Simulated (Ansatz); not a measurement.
`[AlH2][O]CS[SiH3]` and `[AlH2][SiH2]CS[SiH3]` differ in one atom or group.

Ansatz, PBE0-D4/def2-TZVP geometries, multiplicity 1. Each molecule was computed in one conformer, which needn't be the lowest. `[AlH2][O]CS[SiH3]` holds a close contact that its SMILES doesn't draw: S···Al 2.50 Å. `[AlH2][SiH2]CS[SiH3]` holds a close contact that its SMILES doesn't draw: S···Al 2.52 Å.

| property | `[AlH2][O]CS[SiH3]` |
| --- | --- |
| HOMO energy (B3LYP/def2-TZVPP) / eV | -7.35 |
| HOMO energy (ωB97M-V/def2-TZVPP) / eV | -9.79 |
| LUMO energy (B3LYP/def2-TZVPP) / eV | -0.99 |
| size of the dipole moment (B3LYP/def2-TZVPP) / D | 2.92 |
| HOMO–LUMO gap (ωB97M-V/def2-TZVPP) / eV | 10.81 |
| HOMO energy (PBE0/def2-TZVPP) / eV | -7.54 |

What does the change do to each property? (An estimate is asked.)

Computed: 
| property | `[AlH2][SiH2]CS[SiH3]` | shift |
| --- | --- | --- |
| HOMO energy (B3LYP/def2-TZVPP) / eV | -6.70 | 0.65 |
| HOMO energy (ωB97M-V/def2-TZVPP) / eV | -8.88 | 0.91 |
| LUMO energy (B3LYP/def2-TZVPP) / eV | -1.08 | -0.09 |
| size of the dipole moment (B3LYP/def2-TZVPP) / D | 3.16 | 0.24 |
| HOMO–LUMO gap (ωB97M-V/def2-TZVPP) / eV | 9.67 | -1.14 |
| HOMO energy (PBE0/def2-TZVPP) / eV | -6.89 | 0.65 |

With PBE0 the HOMO rises by 0.65 eV and the LUMO falls by 0.15 eV, so the gap narrows by about 0.80 eV. PBE moves the HOMO by 0.31 eV and ωB97M-V by 0.91 eV. Dipoles are sizes alone; their direction can turn.

B3LYP here is the variant with VWN-RPA as its local correlation; programs differ in this.
